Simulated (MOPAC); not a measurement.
Job for MOPAC: PM3 on H3InO2 (SMILES [OH][InH][OH]), a point of a torsion scan.

```
PM3 1SCF PRECISE CHARGE=0 THREADS=1
H3InO2

O     -1.73736023 1    -0.42091004 1     0.33858306 1
In     0.02537137 1     0.33536918 1     0.09101755 1
O      1.43786110 1    -0.95170913 1     0.40551177 1
H     -2.15834854 1    -0.81606541 1    -0.42310719 1
H      0.27941589 1     1.97030553 1    -0.20947598 1
H      2.34652032 1    -0.66233742 1     0.34945175 1
```

Output:

```
*******************************************************************************
 **                                                                           **
 **                              MOPAC v23.2.5                                **
 **                                                                           **
 *******************************************************************************
 ** MOPAC's Digital Object Identifier: https://doi.org/10.5281/zenodo.6511958 **
 **                                                                           **
 ** Please cite the open-source release paper for use of this MOPAC version:  **
 ** J. E. Moussa and J. J. P. Stewart (2026)                                  **
 ** MOPAC: An open-source semiempirical molecular orbital program             **
 ** J. Open Source Softw., 11(119), 8025, https://doi.org/10.21105/joss.08025 **
 *******************************************************************************

                              PM3 CALCULATION RESULTS

 *******************************************************************************
 *  PM3        - The PM3 Hamiltonian to be used
 *
 *
 *
 *                 CHARGE ON SYSTEM = 0
 *
 *
 *
 *  PRECISE    - TIGHTER CRITERIA TO BE USED
 *  1SCF       - DO 1 SCF AND THEN STOP
 *  THREADS=1  - MULTI-THREADING NOT USED
 *  T=         - A TIME OF 172800.0 SECONDS REQUESTED
 *  DUMP=N     - RESTART FILE WRITTEN EVERY 7200.0 SECONDS REQUESTED
 *******************************************************************************
PM3 1SCF PRECISE CHARGE=0 THREADS=1
 H3InO2

   ATOM   CHEMICAL          X               Y               Z
  NUMBER   SYMBOL      (ANGSTROMS)     (ANGSTROMS)     (ANGSTROMS)

     1       O         -1.73736023  *  -0.42091004  *   0.33858306  *
     2      In          0.02537137  *   0.33536918  *   0.09101755  *
     3       O          1.43786110  *  -0.95170913  *   0.40551177  *
     4       H         -2.15834854  *  -0.81606541  *  -0.42310719  *
     5       H          0.27941589  *   1.97030553  *  -0.20947598  *
     6       H          2.34652032  *  -0.66233742  *   0.34945175  *



          CARTESIAN COORDINATES

    NO.       ATOM           X           Y           Z

     1         O         -1.7374     -0.4209      0.3386
     2        In          0.0254      0.3354      0.0910
     3         O          1.4379     -0.9517      0.4055
     4         H         -2.1583     -0.8161     -0.4231
     5         H          0.2794      1.9703     -0.2095
     6         H          2.3465     -0.6623      0.3495

  H: (PM3): J. J. P. STEWART, J. COMP. CHEM. 10, 209 (1989).
  O: (PM3): J. J. P. STEWART, J. COMP. CHEM. 10, 209 (1989).
 In: (PM3): J. J. P. STEWART, J. COMP. CHEM. 12, 320-341 (1991).

           Empirical Formula: H3 O2 In  =     6 atoms



      MOLECULAR POINT GROUP   :   C1


      RHF CALCULATION, NO. OF DOUBLY OCCUPIED LEVELS = 9


 -------------------------------------------------------------------------------
 PM3 1SCF PRECISE CHARGE=0 THREADS=1
 H3InO2



     1SCF WAS SPECIFIED, SO BFGS WAS NOT USED
     SCF FIELD WAS ACHIEVED


                              PM3 CALCULATION
                                                       MOPAC v23.2.5 Linux




          FINAL HEAT OF FORMATION =        -41.72709 KCAL/MOL =    -174.58613 KJ/MOL


          COSMO AREA              =         94.98 SQUARE ANGSTROMS
          COSMO VOLUME            =         76.13 CUBIC ANGSTROMS

          IONIZATION POTENTIAL    =         11.091568 EV
          HOMO LUMO ENERGIES (EV) =        -11.092 -2.335
          NO. OF FILLED LEVELS    =          9
          MOLECULAR WEIGHT        =        149.8425         POINT GROUP:  C1

          MOLECULAR DIMENSIONS (Angstroms)

            Atom       Atom       Distance
            H     6    H     4     4.57322
            H     5    O     3     2.99052
            H     6    O     1     0.72483


          SCF CALCULATIONS        =          1





   ATOM   CHEMICAL          X               Y               Z
  NUMBER   SYMBOL      (ANGSTROMS)     (ANGSTROMS)     (ANGSTROMS)

     1       O         -1.73736023  *  -0.42091004  *   0.33858306  *
     2      In          0.02537137  *   0.33536918  *   0.09101755  *
     3       O          1.43786110  *  -0.95170913  *   0.40551177  *
     4       H         -2.15834854  *  -0.81606541  *  -0.42310719  *
     5       H          0.27941589  *   1.97030553  *  -0.20947598  *
     6       H          2.34652032  *  -0.66233742  *   0.34945175  *

                             CARTESIAN COORDINATES

   1    O       -1.737360230    -0.420910040     0.338583060
   2   In        0.025371370     0.335369180     0.091017550
   3    O        1.437861100    -0.951709130     0.405511770
   4    H       -2.158348540    -0.816065410    -0.423107190
   5    H        0.279415890     1.970305530    -0.209475980
   6    H        2.346520320    -0.662337420     0.349451750


           Empirical Formula: H3 O2 In  =     6 atoms



      MOLECULAR POINT GROUP   :   C1


                  EIGENVALUES
 -35.70415 -35.44173 -17.34635 -16.13864 -15.30860 -12.73151 -12.48727 -11.93518
 -11.09157  -2.33463  -0.47082  -0.08934   1.40844   4.92899   5.10865


              NET ATOMIC CHARGES AND DIPOLE CONTRIBUTIONS

  ATOM NO.   TYPE          CHARGE      No. of ELECS.   s-Pop       p-Pop
    1          O          -0.421812        6.4218     1.75231     4.66950
    2         In           0.356102        2.6439     1.06890     1.57500
    3          O          -0.410027        6.4100     1.75594     4.65408
    4          H           0.217358        0.7826     0.78264
    5          H           0.050054        0.9499     0.94995
    6          H           0.208325        0.7917     0.79168
 DIPOLE           X         Y         Z       TOTAL
 POINT-CHG.     0.893     2.260    -1.471     2.841
 HYBRID         0.239    -1.045    -0.127     1.079
 SUM            1.133     1.215    -1.599     2.306


          ATOMIC ORBITAL ELECTRON POPULATIONS

     Atom    s        px        py        pz
    1  O   1.75231   1.44295   1.79133   1.43522
    2 In   1.06890   0.52498   0.74033   0.30969
    3  O   1.75594   1.23397   1.63564   1.78447
    4  H   0.78264
    5  H   0.94995
    6  H   0.79168

 **********************
 *                    *
 * JOB ENDED NORMALLY *
 *                    *
 **********************




 == MOPAC DONE ==
```

The run finished.

Cost: about 0.020 core-seconds (a rough figure).
